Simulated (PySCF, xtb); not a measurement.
Sn(iPr)(OH)3 (C3H10O3Sn), SMILES C[CH](C)[Sn]([OH])([OH])[OH]. One conformer was computed; it need not be the lowest.

Harmonic wavenumbers (cm⁻¹) from GFN2-xTB in xtb 6.7.1 at its own minimum, in rising order: 25, 59, 61, 128, 133, 146, 185, 190, 217, 218, 243, 244, 282, 353, 402, 458, 458, 476, 770, 784, 787, 924, 946, 972, 999, 1143, 1146, 1187, 1296, 1403, 1413, 1471, 1475, 1482, 1484, 2949, 2988, 2992, 3021, 3024, 3026, 3031, 3644, 3646, 3651.

**Question.** What does B3LYP-D3(BJ)/def2-SVP (PySCF) give at its own minimum? (An estimate is asked for; the answer gives what the named calculation found.)

**Answer.** 15, 65, 68, 114, 125, 171, 194, 199, 241, 249, 251, 269, 291, 392, 505, 603, 612, 613, 827, 830, 834, 887, 931, 977, 1013, 1121, 1175, 1220, 1329, 1392, 1408, 1462, 1469, 1476, 1482, 3013, 3015, 3060, 3089, 3091, 3115, 3117, 3812, 3815, 3817. Paired by order, the mean absolute difference is 47 cm⁻¹ and the zero-point energies are 80.0 and 82.6 kcal/mol.
